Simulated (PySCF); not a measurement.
## Deuteron quadrupole couplings in `Cc1occ(C(F)(F)F)p1`

Compound: C₅H₄F₃OP.
Numbering: `[CH3:1][c:2]1[o:3][cH:4][c:5]([C:6]([F:7])([F:8])[F:9])[p:10]1` (hydrogens: H11, H12, H13 on C1; H14 on C4)

Cartesian coordinates in Å at the GFN2-xTB level; atoms count from 1:
```
atom  x, y, z in Å
C1     2.7815    0.1712    0.0325
C2     1.2934    0.0927    0.0049
O3     0.7603   -1.1289    0.1711
C4    -0.5635   -1.1068    0.1452
C5    -1.1023    0.1302   -0.0357
C6    -2.5549    0.4107   -0.1132
F7    -2.8648    1.6113    0.3985
F8    -3.2950   -0.4960    0.5485
F9    -3.0157    0.4127   -1.3795
P10    0.1571    1.3726   -0.1949
H11    3.1476    0.7699   -0.7984
H12    3.1255    0.6358    0.9565
H13    3.2009   -0.8300   -0.0301
H14   -1.0708   -2.0460    0.2724
```

Level: PBE0/pcSseg-1 (PySCF, non-relativistic); Q(2H) = 0.00286 b; rigid geometry, the same for H and D, with no vibrational averaging.

Question: Give the electric field gradient Vzz (the principal value of largest size), its asymmetry and the 2H coupling at each hydrogen.

Answer: 
| atom | bonded to | bond length (Å) | Vzz (au) | η | χzz (kHz) |
| --- | --- | --- | --- | --- | --- |
| H11 | C1 | 1.088 | 0.3113 | 0.04 | 209 |
| H12 | C1 | 1.090 | 0.3083 | 0.03 | 207 |
| H13 | C1 | 1.087 | 0.3110 | 0.04 | 209 |
| H14 | C4 | 1.075 | 0.3296 | 0.10 | 222 |

Question: A static deuteron (I = 1) shows a doublet split by (3/2)χ, (3/4)χ(1 + η) and (3/4)χ(1 − η) with the field along z, y and x of the gradient. What are these for H11?

Answer: With |χ| = 209.2 kHz and η = 0.035: 314, 162 and 151 kHz, to first order and without motion.

Geometry: GFN2-xTB; no solvent, vibrations or thermal averaging. GFN2-xTB frequencies show an imaginary mode (80i cm⁻¹), so this geometry is no minimum at that level. GFN2-xTB bond lengths can be off by several hundredths of an ångström, more for odd bonds, and the gradients follow them. The small basis limits the accuracy of the gradients.

These values come from a run that also computed NMR shieldings. Hardware: one thread of an Arm Neoverse V2, shared host. Cost: 31 s wall, 0.85 GiB resident at most.
